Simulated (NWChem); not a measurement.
Species: SiHF, singlet; SMILES F[SiH]

Computed with NWChem. Low-valent species are run as closed-shell singlets; no triplet was tried in these runs. Each level has its own optimisation; frequencies are unscaled.

| level | r H–Si (Å) | r F–Si (Å) | highest harmonic frequency (cm⁻¹) | lowest (cm⁻¹) | zero-point energy (kcal/mol) | dipole (D) |
|---|---|---|---|---|---|---|
| LDA (Slater exchange, VWN5)/def2-SVP | 1.567 | 1.633 | 1889 | 824 | 5.1 | 0.84 |
| Hartree-Fock/STO-3G | 1.470 | 1.607 | 2668 | 990 | 6.9 | 0.76 |
| BP86/def2-TZVP | 1.556 | 1.634 | 1883 | 800 | 5.0 | 0.96 |
| PBE-D3(BJ)/def2-SVP | 1.565 | (withheld) | 1891 | (withheld) | 5.1 | (withheld) |

What belongs in the gaps?


- PBE-D3(BJ)/def2-SVP, r F–Si (Å): 1.653
- PBE-D3(BJ)/def2-SVP, lowest (cm⁻¹): 817
- PBE-D3(BJ)/def2-SVP, dipole (D): 0.88
